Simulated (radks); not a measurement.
Ionisation of neutral holmium, [Xe] 4f11 6s2, to [Xe] 4f11 6s1 as the strength of local exchange is varied. Calculated with a radial shooting solver on a logarithmic mesh with Libxc functionals: Dirac Kohn-Sham, Slater X-alpha exchange (alpha = 2/3 is LDA exchange), no correlation, spin-unpolarised, spherical densities, point nucleus; open shells fill j = l - 1/2 first.

alpha  E(Ho) (hartree)  exchange (hartree)  IE (eV)  -e of the level emptied (eV)  <r> of it (bohr)
0.667      -12613.7820           -256.9179    5.655                 3.117 (6s1/2)             4.126
0.8        -12665.1266           -309.5297    6.305                 3.710 (6s1/2)             3.979
0.943      -12720.5869           -366.5944    7.055                 4.406 (6s1/2)             3.830
0.961      -12727.5865           -373.8137    7.153                 4.498 (6s1/2)             3.813

NIST Atomic Spectra Database: 6.022 eV (measured). The Delta-SCF value meets it near alpha = 0.74. Spin polarisation and multiplet splitting are left out, so open shells lie too high by an amount that depends on their filling.

Beside tabulated values, note that spin-unpolarised runs miss the spin-polarisation part of the exchange energy of open shells.
